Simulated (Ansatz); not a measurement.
The lowest singlet and triplet of C3H2 (SMILES [C]=C=C); geometries from B3LYP-D3(BJ)/def2-TZVP, each state relaxed from the structure named, with no frequency check.
Singlet (charge 0, multiplicity 1):
```xyz
5

C      1.474    -0.021    -0.141
C      0.200    -0.003    -0.019
C     -1.114     0.016     0.107
H     -1.688     0.927    -0.041
H     -1.675    -0.879     0.363
```
Triplet (charge 0, multiplicity 3):
```xyz
5

C      1.467    -0.147    -0.128
C      0.211     0.111    -0.052
C     -1.120     0.033     0.118
H     -1.738     0.910    -0.033
H     -1.602    -0.893     0.405
```

A positive gap puts the triplet lower; no zero-point energy. R- takes a restricted singlet. U- takes an unrestricted singlet (broken symmetry where lower, unprojected). The triplet is unrestricted in single-reference levels.

Programs: Ansatz (a first-principles code). Each number belongs to the level named beside it.

Problem. One of these levels gives -32.36 kcal/mol for the gap E(singlet) − E(triplet), adiabatic. Which one is it?
(A) R-r2SCAN/def2-TZVPP
(B) U-PBE0/def2-TZVPP
(C) R-wB97M-V/def2-TZVPP

Solution. C, R-wB97M-V/def2-TZVPP. The others give -20.28 (R-r2SCAN/def2-TZVPP), -25.05 (U-PBE0/def2-TZVPP)

Doubts at one or more of the structures used: a restricted determinant that unrestricted orbitals would lower (R-r2SCAN/def2-TZVPP).
